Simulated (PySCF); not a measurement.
Molecule: `InChI=1S/C4H4F3NO/c1-9-3(2-8)4(5,6)7/h3H,1H3/t3-/m0/s1`.

Geometry (Å), atoms numbered from 1 in this order:
```xyz
13

C    -1.9093    0.5006   -0.0259
O    -0.6913    0.2536    0.6477
C     0.3172   -0.2691   -0.1721
C     0.8067    0.6883   -1.1617
N     1.1509    1.4566   -1.9312
C     1.4780   -0.6795    0.7524
F     1.0867   -1.5982    1.6361
F     2.4808   -1.2213    0.0471
F     1.9795    0.3461    1.4322
H    -2.5845    0.8904    0.7311
H    -2.3196   -0.4239   -0.4462
H    -1.7826    1.2383   -0.8238
H    -0.0168   -1.1814   -0.7033
```

Frames of a GFN2-xTB Langevin trajectory at 300 K; GIAO PBE0/pcSseg-1 shieldings in PySCF 2.14.0 with density-fitted response routines, gas phase, non-relativistic; equivalent atoms averaged within each frame.

Shifts are taken against calculated references (same method and geometry level): TMS for $^{13}$C (186.93 ppm), $^{1}$H (31.72 ppm); $^{17}$O (336.08 ppm) against H2O; NH3 for $^{15}$N (267.73 ppm); CFCl3 for $^{19}$F (170.95 ppm). The references are static minima.

How do the shifts (ppm) fluctuate along the trajectory?

Answers


| time (fs) | C6 | C4 | C3 | C1 | O2 | N5 | F7/F8/F9 | H13 | H10/H11/H12 |
| --- | --- | --- | --- | --- | --- | --- | --- | --- | --- |
| optimised geometry | 130.7 | 116.8 | 72.5 | 60.1 | 31.6 | 320.0 | -86.3 | 4.20 | 3.77 |
| 250 | 125.9 | 115.5 | 76.6 | 52.8 | 8.6 | 309.2 | -89.4 | 4.41 | 3.84 |
| 425 | 137.1 | 118.0 | 66.4 | 59.3 | 13.8 | 325.8 | -68.2 | 5.17 | 3.47 |
| 625 | 130.4 | 114.9 | 78.0 | 66.7 | 28.8 | 311.1 | -81.7 | 4.01 | 4.56 |
| 800 | 131.0 | 123.6 | 77.0 | 65.1 | 51.8 | 341.0 | -74.0 | 4.88 | 3.97 |
| 1000 | 132.4 | 116.1 | 69.9 | 60.8 | 11.5 | 314.7 | -91.8 | 3.72 | 3.97 |
| mean of frames | 131.4 | 117.6 | 73.6 | 60.9 | 22.9 | 320.4 | -81.0 | 4.44 | 3.96 |
| standard deviation | 4.0 | 3.6 | 5.1 | 5.5 | 17.9 | 13.2 | 10.0 | 0.60 | 0.39 |

5 frames give an uncertainty of the mean of about the standard deviation over 2.2 at best, since frames this close in time may not be independent; classical motion lacks zero-point vibration, and the reference would need the same averaging.
